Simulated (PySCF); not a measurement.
Question: What does the PBE0-D3(BJ)/def2-SVP structure of `C/C=C(\Cl)O[SiH3]` look like in three dimensions?

Answer: 
```
atom  x, y, z in Å
C1     3.1964    0.5467    0.1911
C2     1.8830   -0.0823    0.4979
C3     0.6732    0.3853    0.1780
Cl4    0.4584    1.8949   -0.6945
O5    -0.4662   -0.2388    0.4837
Si6   -2.0621    0.2547    0.2284
H7     3.7647    0.7494    1.1141
H8     3.8216   -0.1197   -0.4262
H9     3.0748    1.4954   -0.3488
H10    1.8653   -1.0312    1.0429
H11   -2.3571    0.3880   -1.2252
H12   -2.8570   -0.8532    0.8188
H13   -2.3458    1.5331    0.9387
```

Any rigid rotation of these coordinates is as good. Atoms count from 1 in this order. Of the pairs four or more bonds apart, Cl4···H9 is among the closest relative to their van der Waals radii: 2.67 Å, 90 % of the sum of Bondi's values. O5 (silyl ether oxygen) is bent (angle 129.4°). Si6 (oxygen-bound silicon) is distorted tetrahedral (angles from 103.1° to 111.1°). The C–C distances run from 1.336 Å (C2=C3, drawn double) to 1.488 Å (C1–C2, drawn single), a spread of 0.152 Å.

Bonds between heavy atoms (Å): C1–C2 1.488, C2=C3 1.336, C3–Cl4 1.757, C3–O5 1.335, O5–Si6 1.690.

Theory: PySCF, PBE0-D3(BJ)/def2-SVP geometry optimisation, gas phase.

Point group: near Cs, missed by 0.14 Å at most; the miss may be what the optimiser left on a soft mode. Stationary, but not proved a minimum. One conformer, not necessarily the lowest (C2–C3–O5–Si6 176°).
